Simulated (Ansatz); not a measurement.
Relaxation of C2H4AlFO (9 atoms, charge 0, multiplicity 1), to a largest force component of 0.02 eV/Å in at most 50 steps.

These are results of Ansatz 0.2.0, RKS r2SCAN/def2-SVP, not measurements.

```xyz
9
Properties=species:S:1:pos:R:3:forces:R:3
C -0.697 -1.033 -1.313 -0.82 2.52 -0.07
Al 0.288 -0.494 0.300 -0.27 1.63 0.59
O 1.712 0.346 1.096 2.24 -1.85 -1.69
C 0.639 1.045 1.432 -3.86 -0.73 2.15
F 0.526 2.253 0.782 0.34 0.51 0.58
H -1.809 -0.692 -1.185 1.86 -0.71 0.05
H -0.307 -0.448 -2.199 -0.15 -0.57 0.64
H -0.630 -2.065 -1.498 -0.14 -1.87 -0.66
H 0.366 1.042 2.568 0.79 1.07 -1.59
```

Problem. Where does it end, and by what steps?

Solution. The forces met the threshold. After 8 steps the energy has fallen by 1.023 eV; F5 moved furthest, 0.66 Å.

```csv
step,energy less start (eV),largest force component (eV/Å),accepted
0,0.0000,3.860,yes
1,-0.6913,1.824,yes
2,-0.9027,0.755,yes
3,-0.9806,0.498,yes
4,-0.9643,0.756,no
5,-1.0124,0.122,yes
6,-1.0210,0.121,yes
7,-1.0223,0.072,yes
8,-1.0225,0.019,yes
```

```xyz
9
Properties=species:S:1:pos:R:3
C -0.739 -1.052 -1.375
Al -0.085 0.004 0.112
O 1.503 0.363 0.755
C 0.582 1.106 1.538
F 0.741 2.462 1.370
H -1.821 -0.938 -1.541
H -0.214 -0.772 -2.304
H -0.534 -2.120 -1.191
H 0.656 0.900 2.620
```

Whether the end is a true minimum wasn't checked by a vibrational analysis.

Run time: 29 s on 2 threads of Arm Neoverse V1 (shared host), peak memory 0.17 GiB.
